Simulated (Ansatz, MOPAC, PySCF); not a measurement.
Lewis adduct: GaH2I (SMILES [GaH2][I]) (first 4 atoms) with H2O (SMILES O); geometry from B3LYP-D3(BJ)/def2-TZVP, rigid monomers moved along the line of their centres of mass till Ga1···O5 is 2.01 Å.
(charge 0, multiplicity 1):
| atom | x (Å) | y (Å) | z (Å) |
|---|---|---|---|
| Ga | -0.0273 | -1.2065 | 1.5089 |
| I | -0.1618 | 1.0681 | 0.2849 |
| H | 1.3965 | -1.8371 | 1.4839 |
| H | -1.4106 | -1.9196 | 1.6619 |
| O | -0.0056 | -0.1817 | 3.2361 |
| H | 0.1589 | 0.7471 | 3.0042 |
| H | -0.8770 | -0.2076 | 3.6536 |

Monomers are frozen at their geometry in the pair; levels with a basis set take the counterpoise correction.

The state that PM6, PM7 reach isn't checked; PM7 holds dispersion and hydrogen-bond terms.

The values were computed with Ansatz (an electronic-structure program) with Gaussian orbitals; MOPAC for PM6, PM7 (differences of heats of formation); PySCF for the dispersion terms. Each number belongs to the level named beside it. In def2 rows elements past Kr take small-core potentials, without spin–orbit coupling.

Question: One of these levels gives -50.5 kJ/mol for the interaction energy. Which one is it?
A. HF/def2-SVPD
B. PM6
C. PBE-D3(BJ)/def2-TZVPPD
D. PM7

Answer: A, HF/def2-SVPD. The others give -73.2 (PM6), -33.4 (PM7), -64.2 (PBE-D3(BJ)/def2-TZVPPD)
